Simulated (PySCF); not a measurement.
Sn(F)2(NH2)2, H4F2N2Sn, SMILES [F][Sn]([F])([NH2])[NH2] at its PBE0/def2-SVP optimised geometry (Å):

```
9

N     -1.3803     0.6072     0.0000
Sn    -0.5530    -1.2199     0.0000
N     -1.0618    -2.3714     1.5612
F      1.3803    -1.2199     0.0000
F     -1.0086    -1.9681    -1.7236
H     -0.9868     1.2199     0.7122
H     -1.2863     1.0653    -0.9052
H     -2.0304    -2.6842     1.5226
H     -0.4626    -3.1920     1.6370
```

Calculation: PBE0/def2-TZVP, def2 effective core potentials past Kr (PySCF). The core electrons that the potentials of Sn replace are not part of the density.

Map of the log10 of the electron density (e/bohr³), floored at −4 on the plane z = 0.8 Å:

```
|                           |
|                           |
|                           |
|      ...:...              |
|    ..:-----:.             |
|   .:--==+==-:.            |
|  .:-==+***+=-:.           |
| .:-=+**#%#*+=-:           |
|.:-=+**#%@@#*+-:.          |
|.:-=+*#%@@@%*+=:.          |
|.:=+*#%%@@%#*+=-:..        |
|.:=+*#%%%%%#*+=-:::..      |
|.:=+**#%%%##*+==----::.    |
|.:-=+*######*++======-:.   |
|.:-=++*#####**+++++++=-:   |
| .:-=++*######****#**+=:.  |
| .:--=+*#%%%%##*##%##*=-:  |
|  .:-=+*#%@@@%###%%%#*+-:  |
|  .:-=*##%@@@%###%%%#*+-:  |
|  :-=+*#%%@@%%#*##%##*=-:  |
| .:-=**#%@@%%#***##**+=-.  |
| .-=+*#%%@@%%#*+++*++=-:   |
| :-=+*#%%@@%#*++=====-:.   |
| :-=*##%%%%%#*+=----::.    |
| :-=+*###%%##*+=-::..      |
| .:=++**####*+=-:..        |
| .:-==++****++=-:          |
```
Scale: ten equal steps from -4.00 (start of ' ') to -0.602 (end of '@'), in the order ' .:-=+*#%@'; x runs from -3.50 to 3.50, y from -3.50 (bottom) to 3.50 (top).
